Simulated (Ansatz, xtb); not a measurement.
Ranking isomers of NOSi2−

4 gas-phase structures of NOSi2−, found in a search over its isomers (lower ones may exist). Each was relaxed with GFN2-xTB; where two conformers were screened, the lower at r2SCAN-D4/def2-SVPD//GFN2-xTB is listed:

A. `O=[Si-]N=[Si]`, a singlet
B. a singlet given by its coordinates
C. a singlet given by its coordinates
D. the triplet with the links of `O=[Si-]N=[Si]`

B (Å):

```yaml
atoms:
  - { symbol: N, position_ang: [0.4203, -1.2520, 1.0709] }
  - { symbol: O, position_ang: [1.5048, -3.4443, 1.3809] }
  - { symbol: Si, position_ang: [0.0088, -2.8742, 0.6408] }
  - { symbol: Si, position_ang: [1.8937, -1.7827, 1.8046] }
```

Close contacts (Å): N1–Si3 1.73, N1–Si4 1.73, O2–Si3 1.76, O2–Si4 1.76, Si3–Si4 2.47.

C (Å):

```xyz
4

N     0.9131   -2.3302    2.4539
O    -0.1033   -1.3166   -0.1579
Si    0.8227   -2.2017    0.7159
Si    2.1504   -3.4686    1.9561
```

Close contacts (Å): N1–Si3 1.75, N1–Si4 1.75, O2–Si3 1.55, Si3–Si4 2.22.

**Question.** Estimate their order in r2SCAN-D4/def2-SVPD//GFN2-xTB energy at these geometries, lowest first.

**Answer.** Calculated order at r2SCAN-D4/def2-SVPD//GFN2-xTB: B (0.0), A (16.1), C (23.3), D (32.9) kcal/mol.

Energies above the lowest of each column, in kcal/mol; the last columns are at r2SCAN-D4/def2-SVPD geometries and were run for some of them only (a dash: not run or not comparable):

```tsv
structure	GFN2-xTB	HF/STO-3G	r2SCAN-D4/def2-SVPD//GFN2-xTB	r2SCAN-D4/def2-SVPD	CCSD(T)/def2-SVPD + ΔMP2/def2-TZVPPD
B	6.7	0.0	0.0	0.0	0.0
A	0.0	33.8	16.1	14.7	16.5
C	5.9	64.7	23.3	23.5	28.2
D	–	53.4	32.9	–	–
```

CCSD(T)/def2-SVPD + ΔMP2/def2-TZVPPD puts B lowest of those it was run on; GFN2-xTB picks A. Flexible structures stand in one conformer each, not always the lowest. Frequencies (r2SCAN-D4/def2-SVPD) were run for A, B, C alone. The ΔMP2 step shifts differences by up to 6.0 kcal/mol, which makes them less sure. GFN2-xTB has no spin polarisation and isn't compared across spin states. Open shells are spin-unrestricted, some with notable spin contamination. Large T1 diagnostics make some coupled-cluster values less sure. ΔMP2 is the change of the MP2 energy from the smaller to the larger basis.

Programs: Ansatz 0.2.0, xtb 6.7.1.
